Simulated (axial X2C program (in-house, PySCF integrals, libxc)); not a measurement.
# HfO along the bond: BLYP, with spin–orbit coupling

All values were computed with an in-house all-electron X2C program for linear molecules (integrals from PySCF). Two-component (2c) means X2C with spin–orbit coupling and atomic mean-field two-electron Coulomb and Gaunt terms. Basis: Hf dyall-cv3z [13s14p9d7f4g], O dyall-av3z [7s6p3d2f] (cores contracted in-house); Gaussian nuclei, density fitting, unrestricted open shells. Masses: Hf 179.947 u, O 15.995 u.

State: Ω = 0 (closed shell). Dipoles are positive if O is the positive end.

| R (Å) | μ (D) | HOMO (eV) | LUMO (eV) |
| --- | --- | --- | --- |
| 1.492 | -1.666 | -4.62 | -3.01 |
| 1.561 | -2.208 | -4.75 | -3.15 |
| 1.612 | -2.581 | -4.84 | -3.27 |
| 1.664 | -2.929 | -4.92 | -3.39 |
| 1.715 | -3.253 | -5.00 | -3.51 |
| 1.775 | -3.607 | -5.08 | -3.64 |
| 1.835 | -3.936 | -5.16 | -3.77 |
| 1.912 | -4.324 | -5.24 | -3.93 |
| 2.006 | -4.754 | -5.33 | -4.11 |
| 2.144 | -5.297 | -5.43 | -4.33 |

(1) The minimum lies at 1.741 Å. What is the dipole moment there, and its slope?

The state is one determinant whose occupation by symmetry is held fixed; it was picked as the lowest of a PBE0 search that is not exhaustive. The closed shell is kept restricted, so the energy runs too high when the bond is stretched far.

## Answers

(1) At BLYP, 2c, with the sign and origin stated: μ = -3.41 D, dμ/dR = -5.92 D/Å.
